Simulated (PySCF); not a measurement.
These compounds are isomers of formula C₃H₁₃FOSi₄.

A. `InChI=1S/C3H13FOSi4/c4-3-8-2(5-6)1-7-9-3/h2-3H,1,7-9H2,6H3/t2-,3-/m0/s1`
B. `CC(C)O[Si@@H]1[SiH2][SiH2][Si@@H]1F`
C. SMILES F/C(=C/[SiH2]O[SiH3])[SiH2]C[SiH3]

Spectrum 1. $^{1}$H NMR (500 MHz, computed): δ 5.70 (m, 1H), 5.42 (d, 2H), 5.12 (s, 3H), 4.49 (m, 2H), 4.05 (t, 3H), 0.31 (m, 2H). $^{13}$C{$^{1}$H} NMR (computed): δ 189.2 (C), 118.5 (CH), -9.1 (CH2).

Spectrum 2. $^{1}$H NMR (500 MHz, computed): δ 5.77 (m, 1H), 4.84 (s, 3H), 4.65 (m, 1H), 4.42 (m, 1H), 4.20 (m, 1H), 4.15 (m, 1H), 4.04 (m, 1H), 3.98 (m, 1H), 3.91 (m, 1H), 2.16 (m, 1H), 1.02 (m, 1H). $^{13}$C{$^{1}$H} NMR (computed): δ 79.3 (CH), 66.3 (CH), 19.0 (CH2).

Spectrum 3. $^{1}$H NMR (500 MHz, computed): δ 6.76 (m, 1H), 6.27 (m, 1H), 4.36 (m, 1H), 4.18 (m, 1H), 3.78 (m, 1H), 3.76 (m, 1H), 3.65 (m, 1H), 1.25 (d, 3H), 1.23 (d, 3H). $^{13}$C{$^{1}$H} NMR (computed): δ 70.9 (CH), 28.0 (CH3), 26.9 (CH3).

[PySCF 2.14.0 with density-fitted response routines: shieldings: GIAO PBE0/pcSseg-1; coordinates at the GFN2-xTB level; gas phase; rapidly exchanging positions averaged; relativity neglected; one conformer]

Referencing at the same level of theory: $^{1}$H and $^{13}$C against TMS. Splittings of carbon signals by F and P are missing where no couplings were computed. Where no couplings were computed, multiplicities follow the n + 1 count of equivalent neighbours, and m marks all less simple cases (inequivalent or close neighbours, rings, F or P nearby). Shifts are as computed. Against solution values, carbons near 30 ppm lie about +3 ppm off and those near 130 ppm about +5 ppm. Of 1309 compounds with measured shifts, 239 miss one by over three times the rms of a fit or turn the order of signals round; such compounds aren't used in these exercises.

Which spectrum belongs to which compound?

Answers

1–C, 2–A, 3–B.

- Spectrum 1 (C): 3 $^{13}$C signals; δC 118.5 is an alkene CH; δC -9.1 is an sp3 CH2 bonded to 2 Si.
- Spectrum 2 (A): 3 $^{13}$C signals; δC 79.3 is an sp3 CH bonded to F and 2 Si; δC 66.3 is an sp3 CH bonded to O and Si.
- Spectrum 3 (B): 3 $^{13}$C signals; δC 70.9 is an sp3 CH bonded to O; δC 28.0 is a methyl carbon.
